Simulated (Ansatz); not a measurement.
Reaction (ligand exchange at the Si–O bond): `[SiH3]OC([SiH3])S` + `O[SiH2][SiH3]` → `[SiH3]O[SiH2][SiH3]` + `OC([SiH3])S`

Calculated with Ansatz (gas phase, PBE0-D4/def2-TZVP geometries, no zero-point term in ΔE). CCSD(T)/CBS is the MP2 limit (def2-TZVPP, def2-QZVPP) plus CCSD(T) − MP2 in def2-TZVPP, frozen cores. Functionals use def2-TZVPP. B3LYP here is the variant with VWN-RPA as its local correlation; programs differ in this. Each species was taken in one conformer, which may not be the lowest.

`[SiH3]OC([SiH3])S`:

Z-matrix (Å, degrees):
```
Si
O 1 1.659
H 1 1.488 2 110.1
H 1 1.482 2 104.5 3 -118.7
H 1 1.483 2 112.5 3 122.5
C 2 1.404 1 123.8 3 -40.5
S 6 1.817 2 114.5 1 -45.6
Si 6 1.896 2 109.0 1 -169.8
H 6 1.099 2 110.5 1 69.4
H 7 1.345 6 96.9 2 -71.6
H 8 1.486 6 107.8 2 69.4
H 8 1.484 6 109.0 2 -171.2
H 8 1.486 6 110.2 2 -50.5
```

`O[SiH2][SiH3]`:

```xyz
9

O     1.808    0.992    0.191
Si    0.944   -0.399   -0.039
Si   -1.372   -0.053    0.131
H     1.634    1.726   -0.400
H     1.235   -1.004   -1.372
H     1.412   -1.334    1.014
H    -2.098   -1.325   -0.137
H    -1.813    0.957   -0.871
H    -1.749    0.439    1.484
```

`[SiH3]O[SiH2][SiH3]`:

Cartesian coordinates in Å:
```
Si 1.614 1.139 0.927
O 0.468 1.272 -0.230
Si -0.780 0.530 -0.993
Si -1.108 -1.655 -0.201
H 1.547 -0.211 1.552
H 2.953 1.332 0.316
H 1.389 2.173 1.967
H -0.495 0.499 -2.453
H -2.016 1.332 -0.782
H -1.428 -1.654 1.253
H 0.105 -2.490 -0.419
H -2.247 -2.268 -0.938
```

`OC([SiH3])S`:

```xyz
10

O    -1.059    1.269   -0.263
C     0.068    0.539    0.196
Si   -0.106   -1.333   -0.114
S     1.542    1.084   -0.670
H    -1.845    0.909    0.161
H     0.234    0.709    1.267
H     0.876   -2.092    0.700
H     0.071   -1.628   -1.557
H    -1.487   -1.709    0.301
H     1.706    2.251   -0.023
```

(1) Is it downhill or uphill in electronic energy at CCSD(T)/CBS, and by how much? (Estimate.)

(2) What do these levels give: r2SCAN-D4, B3LYP-D4, B2PLYP, PBE, r2SCAN, HF/def2-TZVPP, MP2/def2-TZVPP, SCS-MP2/def2-TZVPP, HF/def2-QZVPP, MP2/def2-QZVPP, HF/CBS(def2), MP2/CBS(def2)? (Best estimate.)

Largest T1 diagnostic among the species: 0.012.

Results:

(1) Computed: Downhill: ΔE = -1.1 kcal/mol.

(2) Computed: r2SCAN-D4 -0.4, B3LYP-D4 -0.7, B2PLYP -1.0, PBE -0.1, r2SCAN -0.5, HF/def2-TZVPP -3.2, MP2/def2-TZVPP -0.3, SCS-MP2/def2-TZVPP -1.0, HF/def2-QZVPP -3.6, MP2/def2-QZVPP -0.6, HF/CBS(def2) -3.6, MP2/CBS(def2) -0.6 kcal/mol.

In def2-TZVPP, CCSD(T) changes the Hartree–Fock value by +2.4 kcal/mol (the triples alone add +0.6 kcal/mol) and MP2 by +2.9 kcal/mol. From PBE to PBE0 (25 % exact exchange), in def2-TZVPP and without D4, ΔE moves by −0.7 kcal/mol.
